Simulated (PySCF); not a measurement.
H (SMILES [H-]), charge -1, singlet (in this run its highest filled SCF level lies above zero, so its values depend strongly on the basis, on diffuse functions most of all); PySCF with CASCI(2,2)+NEVPT2/cc-pVDZ.

The PySCF input:
```python
from pyscf import gto, scf, mcscf, mrpt
import numpy

mol = gto.Mole()
mol.atom = '''
    H     0.000000    0.000000    0.000000
'''
mol.basis = 'cc-pvdz'
mol.charge = -1
mol.spin = 0
mol.verbose = 4
mol.build()

mf = scf.RHF(mol)
mf.kernel()
mc = mcscf.CASCI(mf, 2, 2)
mc.fix_spin_(ss=0.0)
mc.kernel()
occ = numpy.linalg.eigvalsh(mc.fcisolver.make_rdm1(mc.ci, mc.ncas, mc.nelecas))[::-1]
ss = mc.fcisolver.spin_square(mc.ci, mc.ncas, mc.nelecas)[0]
print('natural occupations', occ.round(4), ' <S^2>', round(ss, 4))
e2 = mrpt.NEVPT(mc).kernel()
print('E(NEVPT2) = %.10f' % (mc.e_tot + e2))
```

What the program printed (banner, timings and long lists left out):

```
PySCF version 2.14.0

[INPUT] verbose = 4
[INPUT] num. atoms = 1
[INPUT] num. electrons = 2
[INPUT] charge = -1
[INPUT] spin (= nelec alpha-beta = 2S) = 0
[INPUT] symmetry False subgroup None
[INPUT] Mole.unit = angstrom
[INPUT] Symbol           X                Y                Z      unit          X                Y                Z       unit  Magmom
[INPUT]  1 H      0.000000000000   0.000000000000   0.000000000000 AA    0.000000000000   0.000000000000   0.000000000000 Bohr   0.0

nuclear repulsion = 0
number of shells = 3
number of NR pGTOs = 7
number of NR cGTOs = 5
basis = cc-pvdz
ecp = {}

******** <class 'pyscf.scf.hf.RHF'> ********
method = RHF
initial guess = minao
damping factor = 0
level_shift factor = 0
DIIS = <class 'pyscf.scf.diis.CDIIS'>
diis_start_cycle = 1
diis_space = 8
diis_damp = 0
SCF conv_tol = 1e-09
SCF conv_tol_grad = None
SCF max_cycles = 50
direct_scf = True
direct_scf_tol = 1e-13
Set gradient conv threshold to 3.16228e-05
Initial guess from minao.
init E= -0.326035034636261
  HOMO = -0.182212347695883  LUMO = 0.654124387780093  gap/eV = 22.75788
cycle= 1 E= -0.430113013642256  delta_E= -0.104  |g|= 0.184  |ddm|= 0.759
  HOMO = 0.0537445346362219  LUMO = 1.09478534313978  gap/eV = 28.32816
cycle= 2 E= -0.448504576045552  delta_E= -0.0184  |g|= 0.0239  |ddm|= 0.359
  HOMO = 0.0216030318423867  LUMO = 1.05867583668838  gap/eV = 28.22019
cycle= 3 E= -0.448823707051687  delta_E= -0.000319  |g|= 0.000184  |ddm|= 0.056
  HOMO = 0.0218889644540476  LUMO = 1.05840240894976  gap/eV = 28.20497
cycle= 4 E= -0.448823722466124  delta_E= -1.54e-08  |g|= 7.94e-05  |ddm|= 0.000249
  HOMO = 0.0219674549244244  LUMO = 1.05832734170022  gap/eV = 28.20079
cycle= 5 E= -0.448823724558464  delta_E= -2.09e-09  |g|= 5.07e-05  |ddm|= 6.84e-05
  HOMO = 0.0220041766464529  LUMO = 1.05829221963205  gap/eV = 28.19883
cycle= 6 E= -0.448823725220381  delta_E= -6.62e-10  |g|= 3.73e-05  |ddm|= 3.2e-05
  HOMO = 0.0220254728950749  LUMO = 1.05827185038042  gap/eV = 28.19770
cycle= 7 E= -0.448823725511615  delta_E= -2.91e-10  |g|= 2.95e-05  |ddm|= 1.86e-05
  HOMO = 0.0221104166663285  LUMO = 1.05820132877502  gap/eV = 28.19347
Extra cycle  E= -0.448823725988334  delta_E= -4.77e-10  |g|= 4.08e-06  |ddm|= 6.04e-05
converged SCF energy = -0.448823725988334

******** <class 'pyscf.mcscf.casci.CASCI'> ********
CAS (1e+1e, 2o), ncore = 0, nvir = 3
natorb = False
canonicalization = True
sorting_mo_energy = False
******** <class 'pyscf.fci.addons.SpinPenaltyFCISolver'> ********
max. cycles = 200
conv_tol = 1e-08
davidson only = True
linear dependence = 1e-12
level shift = 0.001
max iter space = 12
nroots = 1
pspace_size = 400
spin = None
Density matrix diagonal elements [1.98354614 0.01645386]
CASCI converged
CASCI E = -0.460047827082188  E(CI) = -0.460047827082188  S^2 = 0.0000000
natural occupations [1.9836 0.0164]  <S^2> 0.0

******** <class 'pyscf.mrpt.nevpt2.NEVPT'> ********
NEVPT2 (1e+1e, 2o), ncore = 0, nvir = 3
root = 0
Natural occ [1.98362436 0.01637564]
Natural orbital (expansion on meta-Lowdin AOs) in CAS space
               #1        #2
0 H 1s           0.96361   0.26730
0 H 2s           0.26730  -0.96361
0 H 2px          0.00000   0.00000
0 H 2py          0.00000   0.00000
0 H 2pz          0.00000   0.00000
<CAS-nat-orb|mo-hf>  1      1        0.99998012
<CAS-nat-orb|mo-hf>  2      2        0.99998012
Sr    (-1)',   E = -0.00000000000000
Si    (+1)',   E = -0.00000000000000
Sijrs (0)  ,   E = 0.00000000000000
Sijr  (+1) ,   E = -0.00000000000000
Srsi  (-1) ,   E = -0.00000000000000
Srs   (-2) ,   E = -0.00697451170108
Sij   (+2) ,   E = 0.00000000000000
Sir   (0)' ,   E = -0.00000000000000
Nevpt2 Energy = -0.006974511701080
E(NEVPT2) = -0.4670223388
```
